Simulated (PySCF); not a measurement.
**Choosing a basis for TDDFT**

Species: hydrogen diatomic, H2.
Z-matrix (Å and degrees, PBE0-D3(BJ)/def2-SVP geometry), rows numbered from 1:
```
H 
H   1  0.7610
```

TDDFT with PBE0 (PySCF), vertical singlets, core orbitals frozen in the response, spherical d and f functions. Isolated species at its PBE0-D3(BJ)/def2-SVP geometry, gas phase.

Problem. How do the low singlets change with the basis? Take 6-31G*, 6-31+G*, def2-SVP, def2-TZVP, def2-SVPD, aug-cc-pVDZ, def2-TZVPD and aug-cc-pVTZ.

Solution. 

```
      basis  functions  diffuse  S1 (eV)  S2 (eV)  S3 (eV)  LUMO (eV)  α (au)
     6-31G*          4       no    14.59    28.46    41.96       2.99     2.2
    6-31+G*          4       no    14.59    28.46    41.96       2.99     2.2
   def2-SVP         10       no    13.36    21.20    31.61       2.33     2.9
  def2-TZVP         12       no    12.86    17.27    24.72       1.89     3.0
  def2-SVPD         16      yes    12.68    14.32    14.32       1.86     5.3
aug-cc-pVDZ         18      yes    11.44    11.80    15.07       0.72     5.5
 def2-TZVPD         18      yes    12.27    13.57    13.57       1.47     5.5
aug-cc-pVTZ         46      yes    11.46    11.68    13.74       0.67     5.7
```

States are compared by their number. Against the largest diffuse basis here (aug-cc-pVTZ, itself not a converged limit), sets without diffuse functions differ by up to 3.13 eV in S1 and 28.22 eV in S3; the smaller diffuse sets differ by up to 1.22 and 1.33 eV. State by state, the largest deviation of a set without diffuse functions is S1 3.13, S2 16.78, S3 28.22 eV. The same number needn't mean the same state in each row. Against aug-cc-pVTZ the polarisability deviates by -61% in 6-31G*, -61% in 6-31+G*, -48% in def2-SVP, -47% in def2-TZVP, -6% in def2-SVPD, -4% in aug-cc-pVDZ, -3% in def2-TZVPD. A single + in a Pople set puts diffuse functions on heavy atoms only.
